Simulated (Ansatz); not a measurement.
Sn₁₀H₁₅²⁺, a cluster with a defect cut from the lattice of tin (one cap removed). Charge 2, multiplicity 2. Geometry PBE-D4/def2-SVP; atoms count from 1.

```xyz
25

Sn    0.242   -3.081    2.154
Sn    1.480   -1.598   -2.534
Sn   -3.272   -0.495   -0.425
Sn   -1.221    1.605    2.640
Sn   -0.200    2.821   -1.859
Sn    3.210    0.596    0.622
Sn   -0.656   -1.711   -0.595
Sn    0.811   -0.256    1.909
Sn    2.075    1.113   -1.936
Sn   -2.209    2.099    0.021
H     1.546   -4.182    1.951
H    -1.098   -3.536    3.130
H     2.652   -2.749   -2.005
H     0.647   -2.070   -3.969
H    -4.057   -1.245    0.916
H    -3.931   -0.950   -1.954
H    -2.356    0.806    3.660
H    -0.355    2.884    3.403
H    -0.917    2.811   -3.428
H     0.377    4.376   -1.389
H     4.329   -0.716    0.623
H     3.706    1.954    1.560
H    -0.597   -3.377    0.431
H     3.307    1.667   -3.019
H    -3.515    3.232    0.094
```

In the def2 sets Sn takes a core potential; there is no spin–orbit coupling. Single mean-field runs in def2-TZVP are fitted with def2-universal-jkfit.

Problem. Estimate the Mulliken populations from the PBE0/def2-TZVP orbitals of Ansatz.

Solution. 
```tsv
atom	charge (e)	spin (α − β)
Sn1	0.21	0.04
Sn2	0.12	-0.01
Sn3	0.12	-0.01
Sn4	0.11	-0.03
Sn5	0.08	0.00
Sn6	0.11	-0.03
Sn7	0.17	0.45
Sn8	0.15	0.47
Sn9	0.05	0.01
Sn10	0.05	0.01
H11	0.08	0.01
H12	0.08	0.01
H13	0.05	0.00
H14	0.06	0.01
H15	0.05	0.00
H16	0.06	0.01
H17	0.05	0.00
H18	0.06	0.00
H19	0.05	0.00
H20	0.05	0.00
H21	0.05	0.00
H22	0.06	0.00
H23	0.05	-0.01
H24	0.06	0.01
H25	0.06	0.01
```
Mulliken values and Mayer orders depend strongly on the basis.

Problem. Where does the spin sit?

Solution. Summed by element: Sn 0.93, H 0.07, of 1 unpaired in all. Largest on single atoms: Sn8 0.47, Sn7 0.45, Sn1 0.04.

Problem. And the Mayer bond orders between bonded heavy atoms (over 0.3)?

Solution. Sn1–Sn7 0.38 (3.20 Å); Sn1–Sn8 0.76 (2.89 Å); Sn2–Sn7 0.75 (2.89 Å); Sn2–Sn9 0.83 (2.84 Å); Sn3–Sn7 0.75 (2.89 Å); Sn3–Sn10 0.84 (2.84 Å); Sn4–Sn8 0.80 (2.85 Å); Sn4–Sn10 0.83 (2.84 Å); Sn5–Sn9 0.83 (2.85 Å); Sn5–Sn10 0.83 (2.84 Å); Sn6–Sn8 0.80 (2.85 Å); Sn6–Sn9 0.83 (2.85 Å); Sn7–Sn8 0.50 (3.25 Å).
